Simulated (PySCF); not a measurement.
## Working out the ionisation energy of Ge

Ge [Ar] 3d10 4s2 4p2 (3P) → Ge⁺ [Ar] 3d10 4s2 4p1 (2P). All numbers are calculated (PySCF 2.14, scalar relativity by spin-free X2C-1e, in cc-pVDZ-DK). Frozen: [Ar] 3d10. Energies in hartree (1 hartree = 27.21139 eV):

```csv
part,Ge (lower),Ge⁺ (upper)
UHF,-2096.958818,-2096.686758
CCSD correlation,-0.055499,-0.045890
(T),-0.000679,-0.000422
```

Task: What does Hartree-Fock give?

Result: (-2096.686758) − (-2096.958818) = 0.272060 hartree = 7.403 eV.

Task: What do CCSD and CCSD(T) give?

Result: The CCSD correlation energies differ by 0.009609 hartree = 0.261 eV and the triples by 0.000257 hartree = 0.007 eV, so CCSD gives 7.664 eV and CCSD(T) 7.671 eV.

Measured between the centres of the two terms (NIST): 7.925 eV, so CCSD(T) (valence) is off by -0.254 eV.

A double-zeta basis recovers only part of the correlation energy.

What remains against the reference includes basis incompleteness, the frozen core and higher excitations.
